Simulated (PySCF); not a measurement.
Computed shifts of a molecule C₄H₈Si, PBE/pcSseg-1 run with PySCF, GIAO, gas phase, atoms alike by connectivity averaged where their shifts nearly agree, in ppm (number of nuclei): ²⁹Si: -41.9 (1). ¹³C: 101.0 (1), 90.4 (1), 0.3 (2). ¹H: 4.82 (1), 2.41 (1), 0.56 (6). References: ²⁹Si against TMS (σ = 335.4 ppm); ¹³C against TMS (σ = 182.0 ppm); ¹H against TMS (σ = 31.49 ppm), references at their B3LYP-D3(BJ)/def2-TZVP geometries, non-relativistic. Geometry: B3LYP-D3(BJ)/def2-SVP. Other conformers were not sampled.

Task: Which structure fits?
A) CC1=CC[SiH2]1
B) C1=C[SiH2]CC1
C) C#C[SiH2]CC
D) C#C[SiH](C)C

Result: D, C#C[SiH](C)C
